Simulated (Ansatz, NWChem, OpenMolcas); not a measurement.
# Worked example: CH5N + GaH(CH3)(NH2) → N2H4 + GaH(CH3)2

Species: CH5N (methylamine) `CN`, singlet; GaH(CH3)(NH2), singlet; N2H4 `NN`, singlet; GaH(CH3)2, singlet. The partners trade CH3 for NH2: N–CH3 and Ga–NH2 bonds give way to N–NH2 and Ga–CH3.

Shapes, held fixed at every level: PBE0-D4/def2-TZVP. Flexible molecules stand in one conformer, not always the lowest. Programs: Ansatz 0.2.0, NWChem 7.3.0, OpenMolcas 26.06. A level may come from different programs for different species; with the same settings they agree closely. Electronic energies: no zero-point or thermal term.

At CCSD(T)/def2-TZVPP; 1 Eh = 2625.50 kJ/mol:

```
      species   energy (Eh)
         CH5N    -95.699696
GaH(CH3)(NH2)  -2019.799443
         N2H4   -111.702783
    GaH(CH3)2  -2003.735117
```

Task: Work out ΔE of the reaction at this level.

Result: 
1. Products less reactants: (-111.702783) + (-2003.735117) − [(-95.699696) + (-2019.799443)] = 0.061239 Eh = +160.8 kJ/mol.

Other levels give +149.4 (PBE-D4/def2-TZVPP) to +170.5 kJ/mol (MP2/def2-SVP). No measured value is set beside it here. Relativity is left out for Ga. Outer-core shells of Ga are correlated in most correlated rows, in sets that cover them unevenly.
